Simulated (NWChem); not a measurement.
Program: NWChem. System: H$_{6}$NSi$_{2}$, charge 1, spin multiplicity 3, at the geometry of a parent with another charge or spin, in a state set for the comparison that need not be this species' ground state. Its SCF solution wasn't tested for a lower state. Level: UMP2/def2-TZVP, 11 core orbitals frozen.

Part of the output:

```
             Northwest Computational Chemistry Package (NWChem) 7.3.0
             --------------------------------------------------------

                                NWChem Input Module
                                -------------------

 Scaling coordinates for geometry "geometry" by  1.889725989
 (inverse scale =  0.529177249)

 Turning off AUTOSYM since
 SYMMETRY directive was detected!

                             Geometry "geometry" -> ""
                             -------------------------

 Output coordinates in angstroms (scale by  1.889725989 to convert to a.u.)

  No.       Tag          Charge          X              Y              Z
 ---- ---------------- ---------- -------------- -------------- --------------
    1 Si                  14.0000     1.65207900     0.00000000    -0.07391200
    2 N                    7.0000     0.00000000     0.00000000     0.45220700
    3 Si                  14.0000    -1.65207900     0.00000000    -0.07391200
    4 H                    1.0000     2.29919000    -1.21704600     0.50334600
    5 H                    1.0000     1.87219000     0.00000000    -1.55464800
    6 H                    1.0000     2.29919000     1.21704600     0.50334600
    7 H                    1.0000    -2.29919000     1.21704600     0.50334600
    8 H                    1.0000    -2.29919000    -1.21704600     0.50334600
    9 H                    1.0000    -1.87219000     0.00000000    -1.55464800

 Effective nuclear repulsion energy (a.u.)     142.6290379869

            Nuclear Dipole moment (a.u.)
            ----------------------------
        X                 Y               Z
 ---------------- ---------------- ----------------
     0.0000000000     0.0000000000     0.0000018897

      Symmetry information
      --------------------

 Group name             C2v
 Group number             16
 Group order               4
 No. of unique centers     4

      Symmetry unique atoms

     1    2    4    5


 Summary of "ao basis" -> "" (spherical)
 ------------------------------------------------------------------------------
       Tag                 Description            Shells   Functions and Types
 ---------------- ------------------------------  ------  ---------------------
 *                         def2-tzvp                  on all atoms

 Summary of "ao basis" -> "ao basis" (spherical)
 ------------------------------------------------------------------------------
       Tag                 Description            Shells   Functions and Types
 ---------------- ------------------------------  ------  ---------------------
 Si                        def2-tzvp                13       37   5s5p2d1f
 N                         def2-tzvp                11       31   5s3p2d1f
 H                         def2-tzvp                 4        6   3s1p

                                 NWChem SCF Module
                                 -----------------

  ao basis        = "ao basis"
  functions       =   141
  atoms           =     9
  alpha electrons =    21
  beta  electrons =    19
  charge          =   1.00
  wavefunction    = UHF
  use symmetry    = T
  symmetry adapt  = T

 Summary of "ao basis" -> "ao basis" (spherical)
 ------------------------------------------------------------------------------
       Tag                 Description            Shells   Functions and Types
 ---------------- ------------------------------  ------  ---------------------
 Si                        def2-tzvp                13       37   5s5p2d1f
 N                         def2-tzvp                11       31   5s3p2d1f
 H                         def2-tzvp                 4        6   3s1p

      Symmetry analysis of basis
      --------------------------

        a1         50
        a2         22
        b1         43
        b2         26

 Forming initial guess at       0.2s

   Symmetry analysis of molecular orbitals - initial alpha
   -------------------------------------------------------

  Numbering of irreducible representations:

     1 a1          2 a2          3 b1          4 b2

  Orbital symmetries:

     1 b1          2 a1          3 a1          4 b1          5 a1
     6 b1          7 a1          8 b1          9 a1         10 b2
[...]
    7 H    1     0.94   0.23  0.54  0.15  0.01
    8 H    1     0.94   0.23  0.54  0.15  0.01
    9 H    1     0.92   0.23  0.53  0.14  0.01

  Mulliken analysis of the alpha density
  --------------------------------------

    Atom       Charge   Shell Charges
 -----------   ------   -------------------------------------------------------
    1 Si  14     6.78   1.00  0.29  0.70  0.40  0.20  2.06  0.86  0.25  0.67  0.13  0.09  0.10  0.02
    2 N    7     4.48   0.41  0.58  0.31  0.53  0.06  1.07  1.24  0.27  0.00  0.01  0.00
    3 Si  14     6.78   1.00  0.29  0.70  0.40  0.20  2.06  0.86  0.25  0.67  0.13  0.09  0.10  0.02
    4 H    1     0.49   0.12  0.29  0.08  0.01
    5 H    1     0.49   0.12  0.29  0.08  0.01
    6 H    1     0.49   0.12  0.29  0.08  0.01
    7 H    1     0.49   0.12  0.29  0.08  0.01
    8 H    1     0.49   0.12  0.29  0.08  0.01
    9 H    1     0.49   0.12  0.29  0.08  0.01

   Mulliken analysis of the beta density
   -------------------------------------

    Atom       Charge   Shell Charges
 -----------   ------   -------------------------------------------------------
    1 Si  14     6.91   1.00  0.29  0.69  0.42  0.21  2.06  0.86  0.27  0.78  0.17  0.06  0.07  0.01
    2 N    7     2.56   0.41  0.58  0.25  0.47  0.08  0.30  0.38  0.08  0.00  0.01  0.00
    3 Si  14     6.91   1.00  0.29  0.69  0.42  0.21  2.06  0.86  0.27  0.78  0.17  0.06  0.07  0.01
    4 H    1     0.44   0.11  0.26  0.07  0.01
    5 H    1     0.42   0.10  0.25  0.07  0.01
    6 H    1     0.44   0.11  0.26  0.07  0.01
    7 H    1     0.44   0.11  0.26  0.07  0.01
    8 H    1     0.44   0.11  0.26  0.07  0.01
    9 H    1     0.42   0.10  0.25  0.07  0.01

   Mulliken analysis of the spin density
   -------------------------------------

    Atom       Charge   Shell Charges
 -----------   ------   -------------------------------------------------------
    1 Si  14    -0.13  -0.00 -0.00  0.00 -0.02 -0.02 -0.00  0.00 -0.02 -0.10 -0.04  0.02  0.03  0.01
    2 N    7     1.91   0.00 -0.00  0.06  0.06 -0.03  0.77  0.86  0.19 -0.00 -0.01 -0.00
    3 Si  14    -0.13  -0.00 -0.00  0.00 -0.02 -0.02 -0.00  0.00 -0.02 -0.10 -0.04  0.02  0.03  0.01
    4 H    1     0.05   0.01  0.03  0.01 -0.00
    5 H    1     0.07   0.02  0.04  0.01 -0.00
    6 H    1     0.05   0.01  0.03  0.01 -0.00
    7 H    1     0.05   0.01  0.03  0.01 -0.00
    8 H    1     0.05   0.01  0.03  0.01 -0.00
    9 H    1     0.07   0.02  0.04  0.01 -0.00

       Multipole analysis of the density wrt the origin
       ------------------------------------------------

     L   x y z        total         alpha         beta         nuclear
     -   - - -        -----         -----         ----         -------
     0   0 0 0      1.000000    -21.000000    -19.000000     41.000000

     1   1 0 0      0.000000      0.000000      0.000000      0.000000
     1   0 1 0      0.000000      0.000000     -0.000000      0.000000
     1   0 0 1     -0.031189     -0.791962      0.760771      0.000002

     2   2 0 0    -14.427684   -196.600894   -191.279804    373.453014
     2   1 1 0     -0.000000     -0.000000     -0.000000      0.000000
     2   1 0 1     -0.000000     -0.000000     -0.000000      0.000000
     2   0 2 0    -23.581080    -23.534618    -21.204317     21.157856
     2   0 1 1      0.000000      0.000000      0.000000      0.000000
     2   0 0 2    -22.858596    -26.854067    -22.543577     26.539048

                   NWChem MP2 Semi-direct Energy/Gradient Module
                   ---------------------------------------------

  Basis functions       =    141
  Molecular orbitals    =    141
  Frozen core           =     11
  Frozen virtuals       =      0
  Active alpha occupied =     10
  Active beta occupied  =      8
  Active alpha virtual  =    120
  Active beta virtual   =    122
  Use MO symmetry       = T
  Use skeleton AO sym   = T

  AO/Fock/Back tols     =   1.0D-09  1.0D-09  1.0D-09

 GA uses MA = F    GA memory limited = T

 Available:
  local mem=  1.26D+08
 global mem=  1.44D+08
 local disk=  0.00D+00
  mp2_memr nvloc                   120
  nvloc new                   120
   1 passes of  10:        5242880                     100533                  39002124.
   1 passes of  10: M    126148480           G      144139438           F     120905600.

 Semi-direct pass number   1 of   1  for UHF alpha       at        8.9s
  vrange nnbf                  9551
  mp2_eaftype                   148  avail_ma_in_mb                  1099
 EAF : mp2_eaftype filesize         148   19501062.
  mp2_eaf for mointskh                    148
Node 0 wrote     91.7 Mb in      0.2 s     Agg I/O rate:   479.3 Mb/s
 Done moints_semi at       23.6s
  mp2_eaftype                   148  avail_ma_in_mb                   951
 EAF : mp2_eaftype filesize         148   19501062.
  mp2_eaf for kh                   148
 Done maket at       24.4s
 Done multipass loop at       24.4s

 GA uses MA = F    GA memory limited = T

 Available:
  local mem=  1.26D+08
 global mem=  1.44D+08
 local disk=  0.00D+00
  mp2_memr nvloc                   122
  nvloc new                   122
   1 passes of   8:        5242880                      89337                  31728083.
   1 passes of   8: M    126148480           G      144139438           F     120905600.

 Semi-direct pass number   1 of   1  for UHF beta        at       24.4s
  vrange nnbf                  9551
  mp2_eaftype                   121  avail_ma_in_mb                  1099
 EAF : mp2_eaftype filesize         121   15864041.
  mp2_eaf for mointskh                    121
Node 0 wrote     74.6 Mb in      0.2 s     Agg I/O rate:   395.3 Mb/s
 Done moints_semi at       39.0s
  mp2_eaftype                   121  avail_ma_in_mb                   978
 EAF : mp2_eaftype filesize         121   15864041.
  mp2_eaf for kh                   121
 Done maket at       39.7s
 Done multipass loop at       39.7s

          -------------------------------------------
          SCF energy                -635.524828218938
          Correlation energy          -0.353567564317
          Singlet pairs                0.000000000000
          Triplet pairs                0.000000000000
          Total MP2 energy          -635.878395783255
          -------------------------------------------

          ---------------------------------------------------
                    Spin Component Scaled (SCS) MP2
          Same spin pairs                     -0.063195885797
          Same spin scaling factor             0.333333333333
          Opposite spin pairs                 -0.290371678520
          Opposite spin scaling fact.          1.200000000000
          SCS-MP2 correlation energy          -0.369511309489
          Total SCS-MP2 energy              -635.894339528427
          ---------------------------------------------------

 -----------------------
 Performance information
 -----------------------

 Timer overhead =  1.99D-07 seconds/call

               Nr. of calls         CPU time (s)                 Wall time (s)                GFlops
             ---------------    -------------------     ------------------------------   -------------------
Name         Min   Avg   Max    Min     Avg     Max     Min     Avg     Max   Mx/calls   Min     Max     Sum
mp2: moin     2     2     2    29.     29.     29.      29.     29.     29.     15.      0.0     0.0     0.0
mp2: make     2     2     2    1.5     1.5     1.5      1.5     1.5     1.5    0.74      0.0     0.0     0.0
mp2: tota     1     1     1    31.     31.     31.      31.     31.     31.     31.      0.0     0.0     0.0

 The average no. of pstat calls per process was 5.00D+00
 with a timing overhead of 9.97D-07s

 Task  times  cpu:       39.6s     wall:       39.6s

 Total times  cpu:       39.7s     wall:       39.7s
```

Task: Write an NWChem input that would produce this output.

Result: One answer among several that fit: 
```
start mol
memory heap 200 mb stack 900 mb global 1100 mb
charge 1
geometry units angstroms nocenter noautoz
  Si     1.652079     0.000000    -0.073912
  N      0.000000     0.000000     0.452207
  Si    -1.652079     0.000000    -0.073912
  H      2.299190    -1.217046     0.503346
  H      1.872190     0.000000    -1.554648
  H      2.299190     1.217046     0.503346
  H     -2.299190     1.217046     0.503346
  H     -2.299190    -1.217046     0.503346
  H     -1.872190     0.000000    -1.554648
  symmetry group C2v
end
basis spherical
  * library def2-tzvp
end
scf
  uhf
  nopen 2
  maxiter 100
  thresh 1e-7
  semidirect memsize 60000000 filesize 0
  # guess.movecs holds the orbitals of an unrestricted PBE0 run
  vectors input guess.movecs output mol.movecs
end
mp2
  freeze core 11
end
task mp2 energy
```
